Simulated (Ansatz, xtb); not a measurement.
## A geometry optimisation of AlH4NSi2 with r2SCAN-D4/def2-SVP

The starting geometry of this gas-phase singlet was built from a drawn formula by distance geometry and a force field; its bonds are those of `[AlH2][NH][Si]#[SiH]`.

```xyz
8

Al    0.8892   -2.0555   -0.4564
N    -0.1599   -0.6876    0.3711
Si   -0.7243   -0.8514    2.0615
Si   -1.3303   -1.0943    3.8461
H     1.2339   -3.4086    0.3638
H     1.3687   -1.8739   -1.9319
H    -0.3319    0.1597   -0.1549
H    -1.7551   -1.2513    5.2462
```

Q: Predict what it relaxes into with r2SCAN-D4/def2-SVP.

A: A new bond forms, giving a structure with H8 bridging Si3 and Si4, given below by its coordinates. Distances that change by over a tenth: Si3–Si4 (1.90 → 2.11 Å), Si4–H8 (1.47 → 1.66 Å). Contacts that close: Si3–H8 (3.37 → 1.75 Å).

The energy falls by 1.90 eV over 24 steps:

```json
{"step": "1", "E − E(last) (eV)": "1.896"}
{"step": "4", "E − E(last) (eV)": "1.210"}
{"step": "6", "E − E(last) (eV)": "0.430"}
{"step": "9", "E − E(last) (eV)": "0.267"}
{"step": "11", "E − E(last) (eV)": "0.253"}
{"step": "14", "E − E(last) (eV)": "0.213"}
{"step": "16", "E − E(last) (eV)": "0.091"}
{"step": "19", "E − E(last) (eV)": "0.015"}
{"step": "21", "E − E(last) (eV)": "0.004"}
{"step": "24", "E − E(last) (eV)": "0.000"}
```

Final geometry (Å):

```yaml
atoms:
  - { symbol: Al, position_ang: [0.8498, -2.0223, -0.1935] }
  - { symbol: N, position_ang: [-0.2342, -0.8411, 0.6563] }
  - { symbol: Si, position_ang: [-1.2050, -1.1248, 2.0539] }
  - { symbol: Si, position_ang: [-1.9833, -1.3944, 4.0016] }
  - { symbol: H, position_ang: [0.9386, -3.4783, 0.4087] }
  - { symbol: H, position_ang: [1.6093, -1.4801, -1.4724] }
  - { symbol: H, position_ang: [-0.3127, 0.1046, 0.2740] }
  - { symbol: H, position_ang: [-0.4724, -0.8266, 3.6168] }
```

From the same start GFN2-xTB ends elsewhere, differing in Al1–Si3 (2.48 against 3.17 Å here), Si3–H8 (3.00 against 1.75 Å here).

The end wasn't checked by frequencies. Run with Ansatz 0.2.0, 46 s on 1 thread of Intel(R) Xeon(R) 6975P-C (Granite Rapids), on a shared host.
